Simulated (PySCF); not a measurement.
Compound: C5H12F2N2Si.
SMILES with atom numbers: `[F:1][CH2:2][CH2:3][C@@:4]1([CH2:5][F:6])[CH2:7][NH:8][SiH2:9][NH:10]1`

NICS = −σ at a ghost point: NICS(0) at the centroid of the ring atoms, NICS(1) 1 Å to either side along the normal of their mean plane, zz for the tensor component along that normal. Level: GIAO PBE0/pcSseg-1 (PySCF, non-relativistic, gas phase) on the GFN2-xTB geometry, one conformer.

Ring bond lengths (Å), with Mayer bond orders in brackets: C4–C7 1.536 (0.98), C7–N8 1.446 (0.95), N8–Si9 1.722 (0.98), Si9–N10 1.722 (0.98), N10–C4 1.448 (0.94).

Question: What do the NICS probes read (ppm)?

Answer: 
| ring | type | NICS(0) | NICS(1), two faces | NICS(1)zz, two faces | rms pucker (Å) | centre to ring atoms, mean (Å) |
| --- | --- | --- | --- | --- | --- | --- |
| C4–C7–N8–Si9–N10 | 5-membered ring with 2 N and Si; formal bonds all single | -7.5 | -2.6 / -2.7 | -3.0 / -4.6 | 0.15 | 1.32 |

Question: What do they say, and how far can they be read as aromaticity?

Answer: 
- C4–C7–N8–Si9–N10: mean NICS(1)zz -3.8 ppm, shielded. C4, C7, Si9 have four or more neighbours, and the NICS criterion for π rings isn't applied.

Question: What are the shieldings of the ring atoms and their hydrogens in the same run (means over atoms taken as equivalent)?

Answer: 
| atoms | environment | σ isotropic (ppm) |
| --- | --- | --- |
| C4 | sp3 carbon bound to nitrogen | 125.2 |
| C7 | sp3 carbon bound to nitrogen | 132.3 |
| N8 | silicon-bound nitrogen | 246.6 |
| Si9 | SiH2 silicon | 376.9 |
| N10 | silicon-bound nitrogen | 225.2 |
| H on C7 | methylene hydrogen | 28.56 |
| H on C7 | methylene hydrogen | 28.52 |
| H on N8 | N–H hydrogen | 31.90 |
| H on Si9 | Si–H hydrogen | 26.37 |
| H on Si9 | Si–H hydrogen | 26.37 |
| H on N10 | N–H hydrogen | 30.84 |
